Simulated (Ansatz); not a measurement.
One geometry of `N=C1[SiH2]N[AsH]1`, several functionals.

```yaml
crystal:
  periodic: [false, false, false]
  atoms:
    - {symbol: N, position_ang: [-2.053830, 0.238138, 0.854449]}
    - {symbol: C, position_ang: [-0.939187, -0.010555, 0.340168]}
    - {symbol: Si, position_ang: [0.453381, 1.059819, -0.383708]}
    - {symbol: N, position_ang: [1.161350, -0.422236, -0.885456]}
    - {symbol: As, position_ang: [0.068647, -1.720117, -0.113737]}
    - {symbol: H, position_ang: [-2.573583, -0.594946, 1.138231]}
    - {symbol: H, position_ang: [0.103509, 2.009695, -1.475843]}
    - {symbol: H, position_ang: [1.191047, 1.822606, 0.663854]}
    - {symbol: H, position_ang: [1.973255, -0.653323, -1.428088]}
    - {symbol: H, position_ang: [0.698610, -1.780182, 1.293028]}
basis:
  gaussian: {orbitals: def2-TZVPP}
hamiltonian: {xc: {name: BLYP}, dispersion: d4}
output: {orbitals: {seedname: orbitals}}
```

```sh
$ ansatz run in.yaml --threads 4 --pin off --events-out ev --progress --plain --max-ram 10444MiB
```

Output, abridged:

```
Functional definition: BLYP
1446 factors; their error is unknown
mean field evaluation 1: about -72796.3772 eV, gradient 1.1e2 eV
mean field evaluation 2: about -72630.6480 eV, gradient 2.3e2 eV
mean field evaluation 4: about -72811.2200 eV, gradient 5.7e1 eV
mean field evaluation 8: about -72818.6570 eV, gradient 1.1e0 eV
mean field evaluation 16: about -72818.6303 eV, gradient 1.4e-3 eV
mean field -72818.63030058 eV, -2676.0353053060 hartree, gradient 5.9e-5 eV, S^2 0.000000; 0 other end points of the search recorded, 0 dependent functions left out
reference -72818.63066524 eV, -2676.0353187069 hartree; 36, 36 occupied and 217, 217 virtual orbitals, 1446 factors
Total energy: -72819.27310181 eV, -2676.0589278154 hartree
```

Run time 2.3 s (4 threads of an Intel Xeon Platinum 8259CL on a shared host); peak host memory 0.38 GiB.

The same input with `hamiltonian: {xc: pbe0, dispersion: d4}` (abridged; 4.2 s):

```
Functional definition: PBE0
mean field evaluation 16: about -72803.2016 eV, gradient 2.8e-4 eV
mean field -72803.20160947 eV, -2675.4683113657 hartree, gradient 5.5e-5 eV, S^2 0.000000
Total energy: -72803.44920269 eV, -2675.4774102488 hartree
```

With the line `hamiltonian: {xc: {name: BHLYP}, dispersion: d4}` (abridged; 3.9 s):

```
Functional definition: BHLYP
mean field evaluation 16: about -72815.7013 eV, gradient 2.3e-4 eV
mean field -72815.70125766 eV, -2675.9276649642 hartree, gradient 2.8e-5 eV, S^2 0.000000
Total energy: -72816.08915179 eV, -2675.9419198102 hartree
```

The same input with `hamiltonian: {xc: {name: B2PLYP}}` (abridged; 7 s):

```
Functional definition: B2PLYP
mean field evaluation 16: about -72793.5088 eV, gradient 1.9e-3 eV
mean field -72793.50884306 eV, -2675.1121087698 hartree, gradient 6.4e-6 eV, S^2 0.000000
17 core orbitals not correlated: weight in the atoms' cores, before any rotation towards them, 1.000 or more for the frozen orbitals, at most 0.000 for the correlated occupied ones
second order -31.63966700 eV of doubles, -0.00000000 eV of singles
Total energy: -72802.05172603 eV, -2675.4260539287 hartree
```

With the line `hamiltonian: {xc: {name: wB97M-V}}` and forces (abridged; 13 s):

```
Functional definition: wB97M-V
mean field evaluation 16: about -72813.2168 eV, gradient 8.5e-4 eV
mean field -72813.21681205 eV, -2675.8363632718 hartree, gradient 5.2e-5 eV, S^2 0.000000
Total energy: -72813.21686234 eV, -2675.8363651198 hartree
Atom 0 force    -0.174036     0.018499     0.090378 eV/Å
Atom 1 force     0.181807    -0.100354    -0.107090 eV/Å
Atom 2 force     0.033857     0.274153     0.015592 eV/Å
Atom 3 force     0.066775    -0.026878    -0.027648 eV/Å
Atom 4 force    -0.061240    -0.010931     0.170534 eV/Å
Atom 5 force     0.059779     0.016923    -0.035430 eV/Å
Atom 6 force     0.034623    -0.112767     0.127441 eV/Å
Atom 7 force    -0.083260    -0.088937    -0.122598 eV/Å
Atom 8 force    -0.024333     0.015462     0.014262 eV/Å
Atom 9 force    -0.033973     0.014831    -0.125441 eV/Å
Dipole moment:     0.260745    -0.284982    -0.106739 e Å
```

The same input with `hamiltonian: {xc: {name: B97M-V}}` (abridged; 7 s):

```
Functional definition: B97M-V
mean field evaluation 16: about -72805.0081 eV, gradient 3.0e-4 eV
mean field -72805.00808778 eV, -2675.5346982192 hartree, gradient 3.1e-5 eV, S^2 0.000000
Total energy: -72805.00815004 eV, -2675.5347005071 hartree
```
